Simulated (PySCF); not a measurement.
# Computed data sheet: `CCC[SiH2]CCl`

Species: C4H11ClSi.
SMILES with atom numbers: `[CH3:1][CH2:2][CH2:3][SiH2:4][CH2:5][Cl:6]` (hydrogens: H7, H8, H9 on C1; H10, H11 on C2; H12, H13 on C3; H14, H15 on Si4; H16, H17 on C5)

Structural features include: C–Cl bond, Si–H bond and C–Si bond.

From PBE0-D3(BJ)/def2-SVP geometry optimisation, gas phase (PySCF):

```
Point group                  : C1
Rotational constants A, B, C : 7.761, 0.742, 0.704 GHz
```

From CAM-B3LYP/def2-SVPD ground state, ΔSCF and vertical TDDFT (core frozen in the response) (PySCF):

```
Dipole moment                                                     : 2.75 D
HOMO energy                                                       : -9.27 eV
LUMO energy                                                       : 0.97 eV
HOMO–LUMO gap                                                     : 10.24 eV
Lowest singlet excitation                                         : 6.73 eV (184 nm, f = 0.027)
Strongest line among the 10 lowest singlet transitions            : S1 at 6.73 eV (184 nm, f = 0.027)
Lowest triplet excitation (Tamm–Dancoff)                          : 6.06 eV
Static isotropic polarisability                                   : 91.3 au
Vertical ionisation energy                                        : 10.10 eV
Electronic spatial extent ⟨r²⟩ about the centre of nuclear charge : 1589 bohr²
```

**KT2/pcSseg-1 ground state and GIAO shieldings, non-relativistic (PySCF)**

```
13C chemical shifts (computed TMS as zero) by class         : 30.4 (C5), 24.2 (C2), 18.1 (C1), 15.0 (C3) ppm
1H chemical shifts (computed TMS as zero) by class          : 4.17 (H14/H15), 2.83 (H16/H17), 1.64 (H10/H11), 0.99 (H7/H8/H9), 0.74 (H12/H13) ppm
Isotropic shieldings of nuclei other than C and H, by class : 393 (Si4), 899 (Cl6) ppm
```

Monoisotopic mass from the formula: 122.0319 u.

S1 lies 3.51 eV below the HOMO–LUMO gap; its leading configuration is HOMO→LUMO, weight 0.57. With B = h/(8π²I), that is 505.379 GHz u Å² over I, the principal moments of inertia are 65.1, 681.2 and 717.5 u Å² (most abundant isotopes). In wavenumbers S1 is 54300 cm⁻¹ (1 eV = 8065.54 cm⁻¹). The ΔSCF ionisation energy exceeds −ε(HOMO) by 0.83 eV with CAM-B3LYP.

 NMR classes are plain means over equivalent atoms (diastereotopic ones count apart unless rotation or inversion swaps them), as if these changed places fast; in this geometry the members of some classes differ.

For the geometry optimisation (PBE0-D3(BJ)/def2-SVP), time: 2.1 min; peak memory 0.58 GiB. Hardware: one thread, Arm Neoverse N1 (aarch64), shared host.

The values belong to the conformer `[CH3:1][CH2:2][CH2:3][SiH2:4][CH2:5][Cl:6]`: C1–C2–C3–Si4 -62°, C2–C3–Si4–C5 -167°, C3–Si4–C5–Cl6 -179°.
